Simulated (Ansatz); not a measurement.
Calculated with Ansatz (gas phase, PBE0-D4/def2-TZVP geometries, no zero-point term in ΔE). CBS: MP2 limit from def2 TZ/QZ plus the TZ coupled-cluster correction, frozen cores. This one scheme is used for every species. Functionals use def2-TZVPP. For Ge outer-core shells are correlated without core-valence functions, which leaves a few kJ/mol of doubt a bond. Scalar relativity is left out up to krypton. One conformer a species, not always the lowest.

Reaction (ligand exchange at the Si–C bond): `C=C[SiH2][NH][GeH3]` + CH₃OH → `CO[SiH2][NH][GeH3]` + ethylene

`C=C[SiH2][NH][GeH3]`:

Z-matrix (Å, degrees):
```
Si
C 1 1.858
N 1 1.719 2 111.6
H 1 1.489 2 111.6 3 117.8
H 1 1.494 2 105.7 3 -124.2
C 2 1.331 1 122.2 3 121.3
H 2 1.089 1 119.4 3 -58.2
Ge 3 1.837 1 128.1 2 138.3
H 3 1.010 1 116.7 2 -53.3
H 6 1.087 2 122.6 1 -180.0
H 6 1.087 2 121.4 1 0.2
H 8 1.539 3 108.5 1 -145.1
H 8 1.543 3 111.7 1 95.1
H 8 1.534 3 107.0 1 -25.1
```

CH₃OH:

Z-matrix (Å, degrees):
```
C
O 1 1.409
H 1 1.097 2 112.4
H 1 1.090 2 107.0 3 -118.5
H 1 1.097 2 112.4 3 123.0
H 2 0.959 1 108.5 3 -61.6
```

`CO[SiH2][NH][GeH3]`:

Z-matrix (Å, degrees):
```
C
O 1 1.407
H 1 1.097 2 111.5
H 1 1.092 2 108.5 3 -119.2
H 1 1.097 2 111.7 3 121.5
Si 2 1.647 1 122.4 3 -69.7
N 6 1.702 2 110.9 1 -170.8
H 6 1.489 2 107.4 1 -50.9
H 6 1.489 2 109.8 1 69.2
Ge 7 1.842 6 125.8 2 70.0
H 7 1.009 6 116.8 2 -91.5
H 10 1.534 7 106.0 6 20.4
H 10 1.539 7 108.9 6 139.9
H 10 1.540 7 111.4 6 -99.7
```

`C=C`:

```xyz
6

C    -0.113   -0.578   -0.300
C     0.113    0.578    0.300
H     0.458   -1.468   -0.058
H    -0.880   -0.685   -1.060
H    -0.458    1.468    0.058
H     0.880    0.685    1.060
```

Q: Is it downhill or uphill in electronic energy at CCSD(T)/CBS, and by how much? (Estimate.)

A: Computed: Downhill: ΔE = -24.5 kcal/mol.

Q: What do these levels give: r2SCAN-D4, ωB97M-V, HF/def2-TZVPP, SCS-MP2/def2-TZVPP, CCSD(T)/def2-TZVPP, MP2/CBS(def2)? (Estimate.)

A: Computed: r2SCAN-D4 -24.8, ωB97M-V -24.8, HF/def2-TZVPP -27.6, SCS-MP2/def2-TZVPP -25.2, CCSD(T)/def2-TZVPP -24.6, MP2/CBS(def2) -24.6 kcal/mol.

Largest T1 diagnostic among the species: 0.011.

In def2-TZVPP, CCSD(T) changes the Hartree–Fock value by +3.0 kcal/mol (the triples alone add +0.4 kcal/mol) and MP2 by +2.9 kcal/mol.
